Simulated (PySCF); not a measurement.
Compound: Y(NH2)3 (singlet state).
Z-matrix (Å and degrees, PBE0-D3(BJ)/def2-SVP geometry), rows numbered from 1:
```
Y 
N   1  2.1508
H   2  1.0206  1  126.54
H   2  1.0202  1  128.23  3   179.48
N   1  2.1511  2  120.15  3  -180.00
H   5  1.0203  1  127.96  2  -179.29
H   5  1.0205  1  126.70  2     0.97
N   1  2.1508  2  119.74  3     0.44
H   8  1.0202  1  128.05  2    -0.26
H   8  1.0206  1  126.61  2   179.84
```

Computed, not measured: PBE0-D3(BJ)/def2-SVP geometry optimisation, gas phase, def2 core potentials past Kr (PySCF).

Take the most abundant isotopes and a rigid rotor. 

(1) Give the principal moments of inertia and the rotational constants in MHz.

(2) Classify the top.

(3) Is it planar, by Δ = Ic − Ia − Ib?

Results:

(1) Ia = 122.04, Ib = 122.69, Ic = 244.73 u·Å²; 505379 MHz·u·Å²/I gives A = 4141, B = 4119, C = 2065 MHz.

(2) An oblate symmetric top, as the point group D3h requires two equal moments; the computed ones differ by 0.53 % because the geometry is symmetric only within the optimiser's tolerance; Ray's κ = 0.979.

(3) Planar: Δ = Ic − Ia − Ib = 0.00 u·Å². For a rigid frame Δ = −2 Σ m c², so it vanishes when all atoms lie in the ab plane; here none is more than 0.01 Å from it.

The point group D3h allows no dipole (computed: 0.04 D), so a rigid rotor has no electric-dipole lines.

Question: Estimate the classical rotational partition function at 10 K, 298.15 K and 500 K.

Answer: Point group D3h, symmetry number σ = 6; q = (√π/σ)·√((kT/h)³/(ABC)), k/h = 20836.6 MHz/K: 150 at 10 K, 24400 at 298.15 K, 52900 at 500 K.

Stationary, but not proved a minimum. No vibrational averaging or centrifugal distortion is included, and the geometry carries the error of its method.

Hardware: one thread of an Arm Neoverse V1, shared host with 64 logical CPUs at a one-minute load of 34. Cost: 33 s, 0.39 GiB resident at most. That covers the optimisation of the geometry.
